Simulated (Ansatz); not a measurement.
Consider the formal loss of a carbene: `F[SiH2]C[TeH]` → `[CH2]` (triplet) + `F[SiH2][TeH]`.

Computed with Ansatz on PBE0-D4/def2-TZVP structures; ΔE is electronic, products minus reactants. CBS: MP2 limit from def2 TZ/QZ plus the TZ coupled-cluster correction, frozen cores. This one scheme is used for every species. DFT in def2-TZVPP. B3LYP here is the variant with VWN-RPA as its local correlation; programs differ in this. Triplets are unrestricted, without spin–orbit coupling. def2 core potentials past Kr. For Te outer-core shells are correlated without core-valence functions, which leaves a few kJ/mol of doubt a bond. Each species was taken in one conformer, which may not be the lowest.

```json
{"level": "PBE-D4", "ΔE (kJ/mol)": "390.1"}
{"level": "r2SCAN-D4", "ΔE (kJ/mol)": "362.6"}
{"level": "B3LYP-D4", "ΔE (kJ/mol)": "381.4"}
{"level": "B2PLYP", "ΔE (kJ/mol)": "378.6"}
{"level": "PBE", "ΔE (kJ/mol)": "382.0"}
{"level": "r2SCAN", "ΔE (kJ/mol)": "360.6"}
{"level": "SCS-MP2/def2-TZVPP", "ΔE (kJ/mol)": "395.9"}
{"level": "SCS-MP2/def2-QZVPP", "ΔE (kJ/mol)": "403.2"}
```

**Question.** What does CCSD(T)/CBS give? (An estimate is asked.)

**Answer.** Computed: +392.6 kJ/mol. The listed levels differ from it by -2.5, -30.0, -11.2, -14.0, -10.6, -32.0, 3.3, 10.6 kJ/mol.

Largest T1 diagnostic among the species: 0.011.

From PBE to PBE0 (25 % exact exchange), in def2-TZVPP and without D4, ΔE moves by −8.3 kJ/mol. The D4 term adds +13.2 kJ/mol with B3LYP and +7.0 kJ/mol with PBE0; it sums over pairs of atoms, weighted by their polarisabilities, and B3LYP, whose exchange is more repulsive, gets the larger term.
